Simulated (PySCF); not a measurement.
C₆ coefficients of unlike pairs at B97-3

Calculated with PySCF 2.14 from the dipole response of each species, C₆(A,B) = (3/π) ∫ α_A(iu) α_B(iu) du, in atomic units, from isotropic polarisabilities. For ions this is the dispersion term alone; charge-induced terms of lower order in 1/R come first.

```csv
species,configuration,basis,relativity,α (bohr³),C₆ (like pair)
Al,[Ne] 3s2 3p1 (2P),dyall-acv3z (19s12p6d4f),none,61.92,551.3
Xe⁺,[Kr] 4d10 5s2 5p5 (2P),def2-TZVPPD with the def2 core potential (28 electrons) (7s6p4d2f),core potential,18.02,156.2
W³⁺,[Xe] 4f14 5d3 (4F),def2-TZVPPD with the def2 core potential (60 electrons) (6s5p3d2f1g),core potential,7.283,36.46
```

Question: Estimate C₆ for W³⁺ with Xe⁺.

Answer: The integral gives 73.98. The combination rule 2 C_A C_B / (C_A α_B/α_A + C_B α_A/α_B) gives 74.29 and the geometric mean 75.48.

No spin-orbit coupling is included.

The other pairs:

| pair | C₆ |
| --- | --- |
| W³⁺, Al | 109.3 |
| Xe⁺, Al | 252.2 |
